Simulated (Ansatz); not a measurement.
SnH2Me(OMe) (C₂H₈OSn) was relaxed with PBE-D4 (def2-SVP) in Ansatz in these states: charge +1 doublet, neutral singlet. The geometries follow in no particular order.

In the def2 sets Sn takes a core potential; there is no spin–orbit coupling.

A:

```tsv
atom	x (Å)	y (Å)	z (Å)
Sn1	0.7499	-1.0521	-0.1347
H2	0.4488	-2.5295	0.6870
H3	0.8421	-1.0203	-1.8493
C4	1.8803	0.4157	0.9968
H5	2.8982	-0.0103	1.1001
H6	1.3993	0.5322	1.9853
H7	1.8982	1.3626	0.4271
O8	-1.2005	-0.1908	0.1816
C9	-2.0001	0.4751	-0.7032
H10	-1.6225	0.5638	-1.7436
H11	-2.2775	1.4747	-0.2617
H12	-3.0163	-0.0211	-0.6856
```

B:

```xyz
12

Sn   -0.509    0.299    0.651
H     0.418    0.910    1.989
H    -1.655    1.489    0.105
C    -1.369   -1.645    1.002
H    -2.039   -1.618    1.883
H    -0.552   -2.370    1.182
H    -1.944   -1.955    0.110
O     0.776   -0.052   -0.871
C     1.541    1.009   -1.386
H     0.925    1.840   -1.816
H     2.178    0.621   -2.212
H     2.232    1.472   -0.636
```

Judge from the bond lengths which geometry belongs to which state (an estimate).

A is the charge +1 doublet (Sn1–O8 2.155 Å, O8–C9 1.366 Å, Sn1–H2 1.717 Å); B is the neutral singlet (Sn1–O8 2.022 Å, O8–C9 1.406 Å, Sn1–H2 1.739 Å).
